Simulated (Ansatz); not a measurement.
Born–Oppenheimer molecular dynamics of CH₇Ga (9 atoms, charge 0, multiplicity 1). It starts at the highest image of a converged band, a first-order saddle point between two minima.

Level of theory: Ansatz, RKS r2SCANh/def2-SVP.

```
ensemble                      : NVE (velocity Verlet)
time step                     : 0.5 fs
steps asked                   : 200
starting velocities drawn for : 300 K
seed                          : 7714
```

First frame:

```xyz
9
Properties=species:S:1:pos:R:3
Ga -0.900 0.562 -0.504
H 0.604 1.289 -1.012
H -1.427 -0.247 -1.708
H -1.538 1.537 0.508
H 0.758 0.464 -0.348
C 0.521 -0.690 0.590
H 1.042 -0.236 1.443
H -0.270 -1.338 0.997
H 1.210 -1.341 0.035
```

(1) How far do the bonds stretch over the last three quarters of this one trajectory? (Pairs bonded in most of those frames.)

Answers

(1) 
```tsv
bond	mean (Å)	spread (Å)	shortest	longest
Ga1–H3	1.575	0.014	1.55	1.60
Ga1–H4	1.575	0.050	1.50	1.65
Ga1–C6	1.973	0.102	1.83	2.13
H2–H5	0.763	0.034	0.71	0.81
C6–H7	1.100	0.023	1.06	1.14
C6–H8	1.103	0.011	1.08	1.12
C6–H9	1.102	0.009	1.08	1.12
```

Mean temperature of the second half: 1181 K. The conserved energy stayed within 0.19 meV per atom of its start (net change 0.096 meV per atom), so the integration is sound. The system heated up, since it started high on the potential surface and ran downhill. A run of 0.1 ps of so small a system gives no equilibrium averages. The orbitals stay closed-shell, which can raise the energy where a bond breaks towards radicals; this wasn't checked here.

Run time: 5.5 min on 2 threads of Arm Neoverse V2, with other jobs on the host, peak memory 0.2 GiB.
